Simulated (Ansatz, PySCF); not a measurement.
Reaction (SMILES): CC(=O)[O][GeH3] [germyl acetate] → [CH2]C(=O)[O][GeH3] + H atom (the C-H bond at the site shown breaks; other sites are not compared here)
Structures are relaxed separately at B3LYP-D3(BJ)/def2-TZVP in Ansatz (a quantum-chemistry and plane-wave program), one conformer each, not searched for the lowest.
Geometry of the first species:
SMILES: CC(=O)[O][GeH3]
```xyz
11

C      2.7758     0.1158    -0.2970
C      1.3697    -0.2465     0.0946
O      1.0723    -1.1549     0.8383
O      0.4528     0.5469    -0.4679
Ge    -1.2907     0.1474    -0.0217
H      2.8817     0.0558    -1.3810
H      3.4795    -0.5567     0.1852
H      2.9831     1.1468    -0.0077
H     -1.6164    -1.2643    -0.5134
H     -1.4686     0.3252     1.4874
H     -2.0315     1.2250    -0.8231
```
Charge 0, spin multiplicity 1.

Quantity: bond dissociation energy (enthalpy at 298 K, with B3LYP-D3(BJ) rigid-rotor harmonic-oscillator terms from PySCF), in kcal/mol. Cores are frozen in the correlated levels unless marked. UHF or UKS for open shells. Spin-orbit coupling is left out. Frozen are the shells of the preceding noble gas and the d and f shells that filled before the atom's block. Non-relativistic. CBS(X,Y): correlation extrapolated as X^-3; Hartree-Fock from the larger set.

```json
[
 {"level": "r2SCAN-D4/def2-TZVPD", "program": "Ansatz + dftd4", "bond dissociation energy (kcal/mol)": "92.7", "minus last row": "-6.3"},
 {"level": "B3LYP-D3(BJ)/def2-TZVPD", "program": "Ansatz + dftd3", "bond dissociation energy (kcal/mol)": "95.9", "minus last row": "-3.1"},
 {"level": "PBE0/STO-3G", "program": "Ansatz", "bond dissociation energy (kcal/mol)": "122.4", "minus last row": "23.4"},
 {"level": "r2SCAN0-D4/def2-TZVPD", "program": "Ansatz + dftd4", "bond dissociation energy (kcal/mol)": "93.2", "minus last row": "-5.8"},
 {"level": "PBE-QIDH/def2-TZVPD", "program": "Ansatz", "bond dissociation energy (kcal/mol)": "95.8", "minus last row": "-3.2"},
 {"level": "CCSD/CBS(cc-pVTZ,cc-pVQZ)", "program": "Ansatz", "bond dissociation energy (kcal/mol)": "98.1", "minus last row": "-0.9"},
 {"level": "CCSD(T)/CBS(cc-pVTZ,cc-pVQZ)", "program": "Ansatz", "bond dissociation energy (kcal/mol)": "99.0", "minus last row": "0.0"}
]
```
